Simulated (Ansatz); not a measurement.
A further run on Sn(CF3)H3 (CH₃F₃Sn).

```yaml
crystal:
  periodic: [false, false, false]
  atoms:
    - {symbol: Sn, position_ang: [-0.002621, 0.003437, -1.097357]}
    - {symbol: C, position_ang: [0.002707, -0.003469, 1.104701]}
    - {symbol: F, position_ang: [-1.239608, 0.057547, 1.603119]}
    - {symbol: F, position_ang: [0.679548, 1.040432, 1.602396]}
    - {symbol: F, position_ang: [0.571131, -1.113078, 1.595834]}
    - {symbol: H, position_ang: [1.624169, -0.075793, -1.606581]}
    - {symbol: H, position_ang: [-0.747632, 1.455203, -1.596761]}
    - {symbol: H, position_ang: [-0.887694, -1.364290, -1.605351]}
basis:
  gaussian: {orbitals: def2-TZVPP, nuclear_model: gaussian}
hamiltonian: {xc: {name: wB97}}
```

```sh
$ ansatz run in.yaml --threads 4 --pin off --events-out ev --progress --plain --max-ram 3916MiB
```

Output, abridged:

```
Functional definition: wB97
1213 factors; their error is unknown
366 factors; integrals over basis functions are off by at most 2.4e-5 eV
mean field evaluation 1: about -15068.1539 eV, gradient 4.4e1 eV
mean field evaluation 2: about -15068.3715 eV, gradient 4.8e1 eV
mean field evaluation 4: about -15071.1274 eV, gradient 9.7e-1 eV
mean field evaluation 8: about -15071.1054 eV, gradient 3.8e-1 eV
mean field evaluation 16: about -15071.1055 eV, gradient 2.6e-5 eV
mean field -15071.10554503 eV, -553.8529132175 hartree, gradient 2.6e-5 eV, S^2 0.000000; 0 other end points of the search recorded, 0 dependent functions left out
reference -15071.10553357 eV, -553.8529127965 hartree; 29, 29 occupied and 187, 187 virtual orbitals, 1213 factors
Total energy: -15071.10553357 eV, -553.8529127965 hartree
```

Hardware: 4 threads of AMD EPYC 7B13 on a shared host. Wall time 3.6 s.

In the def2 sets Sn takes a core potential; there is no spin–orbit coupling.
